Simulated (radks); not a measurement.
Results of a calculation; reference values are marked as such.
Task: The table gives one normalised radial function P(r) = r R(r) of Mn+ in [Ar] 3d3 4s1 4d2 (r in bohr). Code: a radial shooting solver on a logarithmic mesh with Libxc functionals. Model: non-relativistic Kohn-Sham, LDA (Slater exchange, Perdew-Wang correlation), spin-unpolarised, spherical densities, point nucleus.

r	P
0.00551	0.0000
0.007349	0.0000
0.009802	0.0000
0.01307	0.0001
0.01744	0.0002
0.02326	0.0004
0.03102	0.0009
0.04137	0.0020
0.05518	0.0043
0.07359	0.0088
0.09815	0.0175
0.1309	0.0332
0.1746	0.0592
0.231	0.0965
0.3081	0.1459
0.411	0.1970
0.5481	0.2300
0.7311	0.2194
0.9751	0.1452
1.301	0.0043
1.735	-0.1846
2.314	-0.3770
3.086	-0.5054
4.116	-0.5080
5.489	-0.3801
7.321	-0.1982
9.765	-0.0651
13.02	-0.0119
17.37	-0.0011

Which n and l does it have? It may be an empty orbital.

Result: n = 4, l = 2: the number of nodes gives n - l - 1 = 1, the rise at small r (about r^(l+1)) gives l, and the extent must fit the shell. The curve is that of 4d. 4d: eigenvalue -5.700 eV, 1 radial node at r = 1.31 bohr, <r> = 4.21 bohr, 90 % of the charge inside 6.36 bohr.
